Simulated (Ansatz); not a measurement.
A saddle search, step by step

GeSiH$_{7}$F, closed shell, wB97X-V/def2-SVP (Ansatz 0.2.0). Settings; a guess of the unstable mode was typed too, and convergence needs a confirmed negative curvature besides the force tolerance:

```yaml
hamiltonian: {xc: {name: wB97X-V}}
saddle:
  f_tol: 0.02
  max_steps: 40
```

Start:

Ge1  (-0.536, -1.162, 0.020)
F2  (1.320, -1.265, 0.682)
H3  (-0.240, -2.138, -1.112)
H4  (-0.998, -1.795, 1.366)
H5  (-1.746, -0.297, -0.546)
H6  (1.039, -0.181, 0.340)
Si7  (0.271, 1.367, -0.103)
H8  (1.552, 2.214, 0.256)
H9  (-0.944, 1.785, 0.740)
H10  (-0.050, 1.566, -1.525)
(Å)

| step | energy less the last (meV) | largest force component (eV/Å) |
| --- | --- | --- |
| 1 | 170.8 | 1.494 |
| 2 | 38.7 | 0.649 |
| 3 | 12.2 | 0.265 |
| 4 | 5.8 | 0.141 |
| 5 | 4.1 | 0.052 |
| 6 | 3.3 | 0.020 |
| 7 | 3.1 | 0.001 |
| 8 | 3.1 | 0.001 |
| 9 | 3.1 | 0.001 |
| 10 | 3.0 | 0.002 |
| 11 | 2.9 | 0.007 |
| 12 | 2.7 | 0.015 |
| 13 | 2.4 | 0.025 |
| 14 | 8.4 | 0.302 |
| 15 | 2.2 | 0.148 |
| 16 | 0.4 | 0.030 |
| 17 | 0.4 | 0.009 |
| 18 | 0.3 | 0.004 |
| 19 | 0.2 | 0.016 |
| 20 | 0.1 | 0.004 |
| 21 | 0.0 | 0.005 |

Step 2, positions (Å) and forces (eV/Å):

```tsv
atom	x	y	z	Fx	Fy	Fz
Ge1	-0.537	-1.186	0.019	-0.649	-0.399	0.080
F2	1.356	-1.299	0.673	0.259	0.010	0.061
H3	-0.226	-2.164	-1.113	0.022	0.005	-0.025
H4	-1.038	-1.792	1.349	0.073	0.159	-0.244
H5	-1.716	-0.292	-0.515	0.183	-0.094	0.074
H6	1.021	-0.168	0.347	0.000	0.120	0.007
Si7	0.261	1.376	-0.107	0.282	0.558	0.485
H8	1.485	2.208	0.258	-0.350	-0.270	-0.128
H9	-0.891	1.832	0.750	0.229	-0.070	-0.167
H10	-0.047	1.578	-1.543	-0.050	-0.019	-0.144
```

Step 16, positions (Å) and forces (eV/Å):

```
atom       x       y       z      Fx      Fy      Fz
 Ge1  -0.569  -1.225  -0.017   0.006  -0.022   0.000
  F2   1.431  -1.296   0.419   0.002   0.000  -0.001
  H3  -0.327  -2.444  -0.909  -0.001  -0.014  -0.015
  H4  -1.027  -1.514   1.409  -0.009   0.006   0.017
  H5  -1.647  -0.374  -0.737  -0.007   0.007  -0.006
  H6   1.058  -0.181   0.267   0.001   0.017  -0.001
 Si7   0.260   1.410  -0.038   0.030   0.001   0.009
  H8   1.433   2.224   0.409   0.001   0.000   0.002
  H9  -0.924   1.786   0.788  -0.013   0.002   0.005
 H10  -0.018   1.708  -1.473  -0.009   0.003  -0.010
```

Step 19, positions (Å) and forces (eV/Å):

```csv
atom,x,y,z,Fx,Fy,Fz
Ge1,-0.569,-1.225,-0.020,-0.008,-0.016,-0.001
F2,1.436,-1.296,0.401,-0.002,0.002,-0.002
H3,-0.335,-2.464,-0.889,-0.001,0.004,0.005
H4,-1.029,-1.486,1.412,0.001,0.001,-0.004
H5,-1.640,-0.381,-0.759,0.002,-0.002,0.001
H6,1.065,-0.184,0.257,0.006,0.000,0.001
Si7,0.260,1.409,-0.034,0.004,0.009,0.000
H8,1.430,2.224,0.421,-0.001,0.000,0.001
H9,-0.927,1.776,0.794,-0.001,0.000,0.000
H10,-0.021,1.720,-1.466,0.000,0.002,-0.001
```

Last step (21):

```
10
angstrom
Ge -0.5717 -1.2277 -0.0215
F 1.4420 -1.2964 0.3668
H -0.3499 -2.4940 -0.8536
H -1.0277 -1.4513 1.4177
H -1.6320 -0.3928 -0.7851
H 1.0762 -0.1875 0.2395
Si 0.2592 1.4111 -0.0284
H 1.4217 2.2268 0.4457
H -0.9354 1.7652 0.7949
H -0.0140 1.7412 -1.4577
```

The run took about 5 min on 4 CPU threads of an Arm Neoverse V2 (shared host).
